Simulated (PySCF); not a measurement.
Ga(H)2(OSiH3) (GaH5OSi), SMILES [SiH3][O][GaH2]. The structure is a stationary point at PBE0-D3(BJ)/def2-SVP.

Computed equilibrium geometry at PBE0-D3(BJ)/def2-SVP (PySCF confirms it by a frequency run) as bond lengths and angles, and its point group:
point group Cs.
Atoms: Ga1 H2 H3 O4 Si5 H6 H7 H8. Bond lengths (Å): Ga1–H2 1.564, Ga1–H3 1.558, Ga1–O4 1.786, O4–Si5 1.652, Si5–H6 1.495, Si5–H7 1.500, Si5–H8 1.495. Bond angles (°): H2–Ga1–H3 130.1, H2–Ga1–O4 116.0, H3–Ga1–O4 113.9, Ga1–O4–Si5 142.0, O4–Si5–H6 110.0, O4–Si5–H7 111.4, O4–Si5–H8 110.0, H6–Si5–H7 108.3, H6–Si5–H8 108.6, H7–Si5–H8 108.3.
Charge 0, spin multiplicity 1.
